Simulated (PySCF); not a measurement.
Sn(OMe)3(NH2), C3H11NO3Sn, SMILES C[O][Sn]([O]C)([NH2])[O]C, singlet (GFN2-xTB optimised geometry):

```
19

C     -1.595    -3.089    -2.172
O     -1.850    -1.787    -1.715
Sn    -1.170    -1.000     0.000
N     -1.981     0.860     0.000
O      0.831    -1.000     0.000
C      1.603    -0.194    -0.853
O     -1.687    -2.010     1.638
C     -0.833    -2.846     2.383
H     -0.525    -3.300    -2.254
H     -2.040    -3.145    -3.168
H     -2.062    -3.844    -1.535
H     -2.642     0.931    -0.770
H     -2.515     1.000     0.854
H      1.459    -0.451    -1.905
H      2.642    -0.390    -0.580
H      1.395     0.868    -0.715
H      0.116    -2.363     2.618
H     -0.639    -3.790     1.870
H     -1.368    -3.048     3.314
```

Method: CAM-B3LYP/def2-SVP, def2 effective core potentials past Kr in PySCF.

Task: What are the frontier orbital energies and the dipole moment?

Result: HOMO-2 -9.04 eV, HOMO-1 -8.92 eV, HOMO -8.87 eV, LUMO -0.11 eV, LUMO+1 2.14 eV; dipole moment 0.28 D.

On the same geometry PBE/def2-SVP, def2 effective core potentials past Kr (PySCF 2.14.0) gives HOMO-2 -5.94 eV, HOMO-1 -5.87 eV, HOMO -5.82 eV, LUMO -2.14 eV, LUMO+1 0.38 eV; dipole moment 0.26 D.
